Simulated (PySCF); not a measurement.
## Exercise with solution: chemical shift, span and skew from a shielding tensor

Si(F)2(NHMe)(OH) (CH₅F₂NOSi), SMILES CN[Si](O)(F)F. Atoms are numbered in the order given.

```xyz
11

C     -2.3764    -0.0330    -0.0168
N     -1.1270     0.7048     0.0574
Si     0.4168     0.0080     0.0099
O      0.5464    -1.1349    -1.1581
F      1.4577     1.2263    -0.1668
F      0.8797    -0.7610     1.3469
H     -2.8477    -0.1963     0.9699
H     -2.1875    -1.0234    -0.4588
H     -3.1100     0.4784    -0.6635
H     -1.2145     1.6579     0.3980
H      0.2633    -0.8729    -2.0414
```

The structure is a stationary point at r2SCAN-D4/def2-SVP. This is a generated structure with no PubChem entry under its InChIKey; it may be hypothetical. Other conformers were not sampled.

GIAO shieldings from PBE/pcSseg-1 (PySCF), non-relativistic, no solvent. The symmetric part of the tensor of Si3 has the principal values 379.2, 392.6, 431.4 ppm. The same nucleus in TMS has σ = 335.4 ppm at this level (PySCF, at its B3LYP-D3(BJ)/def2-TZVP geometry).

### Question
Work out the isotropic shielding, the ²⁹Si shift against TMS, the span and the skew.

### Answer

σ(iso) = (σ11 + σ22 + σ33)/3 = 401.1 ppm. δ = σ(ref) − σ(iso) = 335.4 − (401.1) = -65.7 ppm.
Span Ω = σ33 − σ11 = 52.2 ppm. Skew κ = 3(σ(iso) − σ22)/Ω = 0.49. Tumbling in solution averages the tensor to δ; in a static solid the shielding alone would spread this spin-1/2 line over Ω.
